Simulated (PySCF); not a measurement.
## A ladder of Hamiltonians for Cr⁶⁺ (chromium, charge +6)

Occupied: 1s1/2, 2s1/2, 2p1/2, 2p3/2, 3s1/2, 3p1/2, 3p3/2. Hartree-Fock calculated with PySCF 2.14 in an uncontracted even-tempered set (23 s from 0.11 bohr⁻², ratio 2.3; 16 p from 0.13 bohr⁻², ratio 2.3), Gaussian nucleus throughout. NR is non-relativistic, sf-X2C the spin-free one-electron X2C Hamiltonian, X2C adds the bare one-electron spin-orbit term, X2C-SNSO screens it by Boettger's factors, DC is four-component Dirac-Coulomb, and the Gaunt and Breit terms are added at first order (total energies over the DC spinors, levels after relaxing the spinors in that mean field). QED terms are absent. Levels marked empty are virtual spinors of this ion; the basis has s and p functions only, so 3d, which can lie below the n = 4 levels, is absent.

| Hamiltonian | E (hartree) |
| --- | --- |
| NR | -1033.8640 |
| sf-X2C | -1040.2198 |
| X2C | -1040.2345 |
| X2C-SNSO | -1040.2322 |
| DC | -1040.3635 |
| DC+Gaunt | -1039.9722 |
| DC+Breit | -1040.0058 |

```csv
level (eV),NR,sf-X2C,X2C,X2C-SNSO,DC,DC+Gaunt,DC+Breit
1s1/2,-6113.6,-6158.1,-6158.1,-6158.1,-6160.6,-6154.5,-6154.8
2s1/2,-833.81,-843.00,-842.98,-842.99,-843.19,-842.82,-842.83
2p1/2,-722.66,-723.86,-730.40,-729.84,-729.85,-729.14,-729.21
2p3/2,-722.66,-723.86,-720.65,-720.92,-721.06,-720.58,-720.66
3s1/2,-196.62,-198.18,-198.18,-198.18,-198.21,-198.16,-198.17
3p1/2,-160.32,-160.53,-161.50,-161.42,-161.41,-161.32,-161.33
3p3/2,-160.32,-160.53,-160.06,-160.10,-160.12,-160.06,-160.08
4s1/2 (empty),-61.050,-61.363,-61.363,-61.363,-61.368,-61.358,-61.359
4p1/2 (empty),-52.696,-52.759,-52.927,-52.913,-52.912,-52.895,-52.898
4p3/2 (empty),-52.696,-52.759,-52.676,-52.683,-52.686,-52.675,-52.678
```

How large are the two-electron picture-change error of X2C and the Breit correction in the total energy?

X2C-1e lies 0.1289 hartree above Dirac-Coulomb; Gaunt adds 0.3913 and the full Breit term 0.3577 hartree.

```csv
interval (eV),X2C,X2C-SNSO,DC,DC+Gaunt,DC+Breit
2p3/2 − 2p1/2,9.744,8.925,8.797,8.556,8.556
3p3/2 − 3p1/2,1.438,1.317,1.295,1.259,1.259
4p3/2 − 4p1/2,0.2515,0.2304,0.2264,0.2200,0.2200
```

Weight of the small component: 1s1/2 0.00742, 2s1/2 0.00135, 2p1/2 0.00132, 2p3/2 0.00130, 3s1/2 0.000314, 3p1/2 0.000284, 3p3/2 0.000281, 4s1/2 7.90e-05, 4p1/2 6.90e-05, 4p3/2 6.85e-05.

Koopmans' value for the highest occupied level at DC+Breit: 160.08 eV, against an ionisation energy of 160.29 ± 0.06 eV (semi-empirical (NIST evaluation); NIST Atomic Spectra Database, ionization energies); the former lacks relaxation, correlation, QED and recoil.

The whole ladder took 280 s of wall time on 1 thread of Neoverse-N1 (shared host), launched as `OMP_NUM_THREADS=1 python relrun2.py TASK.json OUT` (a driver that calls PySCF for each Hamiltonian).
